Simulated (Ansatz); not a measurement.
## Energy profile

The step: GaH₂F ([F][GaH2]) + H₂S → GaH₃S ([SH][GaH2]) + HF; bonds formed: F2–H5; dative contacts that become bonds: Ga1–S6; bonds broken: Ga1–F2, H5–S6 (atoms numbered as in the saddle structure below).

```json
{"atom": "Ga1", "x (Å)": "-0.8756", "y (Å)": "-0.3430", "z (Å)": "-0.1977"}
{"atom": "F2", "x (Å)": "0.7178", "y (Å)": "-1.3863", "z (Å)": "0.2482"}
{"atom": "H3", "x (Å)": "-1.3281", "y (Å)": "-0.7722", "z (Å)": "-1.6203"}
{"atom": "H4", "x (Å)": "-1.6516", "y (Å)": "-0.0688", "z (Å)": "1.1214"}
{"atom": "H5", "x (Å)": "1.2447", "y (Å)": "-0.2734", "z (Å)": "0.0063"}
{"atom": "S6", "x (Å)": "0.9804", "y (Å)": "1.2072", "z (Å)": "-0.4145"}
{"atom": "H7", "x (Å)": "0.9124", "y (Å)": "1.6365", "z (Å)": "0.8566"}
```

Electronic energies by CCSD(T) at an estimated basis limit (MP2 extrapolated from triple and quadruple zeta, plus CCSD(T) − MP2 in triple zeta), on PBE0-D4/def2-TZVP structures; GaH₄SF, closed shell; no counterpoise correction. Ansatz 0.2.0; basis: def2-TZVPP and def2-QZVPP; cores frozen in the correlated methods. Filled d shells of the heavier atoms are correlated. The def2 sets are not built for correlating such inner shells, so the correlated values are less sure here. Extrapolation: Hartree–Fock as exp(−7.88 √X), correlation as X^−2.97.

Q: Give the profile in kJ/mol, counted from the separated reactants. (Judge from chemistry; the value comes from the calculation.)

A: The calculation gives:
| point | kJ/mol |
| --- | --- |
| separated: GaH₂F (linked as [F][GaH2]; Ga1, F2, H3, H4; singlet) + H₂S (H5, S6, H7; singlet) | 0.0 |
| start structure | -52.5 |
| saddle | -13.4 |
| end structure | -42.6 |
| separated: GaH₃S (linked as [SH][GaH2]; Ga1, H3, H4, S6, H7; singlet) + HF (F2, H5; singlet) | -10.4 |
The saddle lies below the separated reactants: the barrier is submerged.

No T1 diagnostic of these runs exceeds 0.015.

Exchanges of this kind with a chalcogen hydride build sulfide and selenide films.

For scale, one of the runs: CCSD(T)/def2-TZVPP, 177 basis functions (an equivalent command: `ansatz run in.yaml --threads 2`). Hardware: 2 CPU threads, shared host. Wall time 2.7 min; peak host memory 1.6 GiB.
